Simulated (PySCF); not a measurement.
MoO2Cl2, SMILES [O]=[Mo](=[O])([Cl])[Cl], multiplicity 1.

Geometry: PBE-D3(BJ)/def2-SVP. The spin state was assumed, not searched. The isomer is the one that the SMILES or the coordinates give; other isomers of the formula were not compared. The def2 effective core potentials stand for the cores of Mo; spin–orbit coupling is left out.

Two levels are set side by side: PBE/def2-TZVP (PySCF) and CAM-B3LYP/def2-TZVP (PySCF). Same geometry, gas phase. Differences are taken from unrounded values.

```csv
quantity,CAM-B3LYP
orbital gap (eV),8.34
highest occupied level (eV),-11.36
lowest empty level (eV),-3.02
dipole moment (D),1.29
mean polarisability (bohr³),66.9
```

### Question
What does PBE give, and how far is it from CAM-B3LYP? (An estimate is asked for; the answer gives what the named calculation found.)

### Answer

| quantity | PBE | PBE minus CAM-B3LYP |
|---|---|---|
| orbital gap (eV) | 3.72 | -4.62 |
| highest occupied level (eV) | -8.33 | 3.03 |
| lowest empty level (eV) | -4.61 | -1.59 |
| dipole moment (D) | 1.23 | -0.06 |
| mean polarisability (bohr³) | 69.5 | 2.6 |

PBE's occupied levels lie high since its potential decays too fast outside the molecule; exact exchange lowers them and widens the gap. PBE's more diffuse valence density responds more strongly to a field. Differences between two approximate levels are no errors against the true value.

Rough cost on one machine, each run with all the roots and properties that it gave: CAM-B3LYP against PBE within a factor of 2.
